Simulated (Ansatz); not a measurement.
This geometry of BrF3Si + H2O (8 atoms, charge 0, multiplicity 1) is a first-order saddle point.

Level of theory: RKS B3LYP-D4/def2-SVP in Ansatz 0.2.0.

```xyz
8
Properties=species:S:1:pos:R:3
Si -0.479 -0.180 -0.507
Br 2.190 -0.710 -0.350
F -0.715 -1.750 -0.656
F -0.135 0.670 -1.813
F -1.971 0.354 -0.171
H 1.259 0.165 0.898
O 0.152 0.389 1.029
H -0.301 1.062 1.570
```

(1) Which two structures does it join? (They come from a converged band through this point; their orientation in space is the band's.)

(2) How far does it lie above each of them?

Results:

(1) Bonds broken: Si1–Br2, H6–O7. Bonds formed: Si1–O7, Br2–H6. BrF3Si + H2O becomes BrH + F3HOSi.

Image 0:

```xyz
8
Properties=species:S:1:pos:R:3
Si -0.388 -0.573 -0.708
Br 1.637 -1.338 -0.272
F -0.864 -1.471 -1.957
F -0.429 0.914 -1.314
F -1.483 -0.899 0.412
H 0.721 0.630 1.865
O 0.157 0.993 1.167
H 0.649 1.745 0.807
```

Image 8:

```xyz
8
Properties=species:S:1:pos:R:3
Si -0.991 0.058 -0.559
Br 3.103 -1.105 0.957
F -0.494 -1.322 -1.174
F -1.108 1.151 -1.718
F -2.450 -0.134 0.063
H 1.819 -0.477 0.812
O 0.100 0.494 0.575
H 0.020 1.334 1.044
```

(2) 0.76 eV above the first and 0.99 eV above the second. This is the barrier of this one path; another mechanism may lie lower. The orbitals stay closed-shell, which can raise the energy where a bond breaks towards radicals; this wasn't checked here.

Run time: 4.1 min on 2 threads of INTEL(R) XEON(R) PLATINUM 8581C CPU @ 2.30GHz (Emerald Rapids) (shared host), peak memory 0.32 GiB.
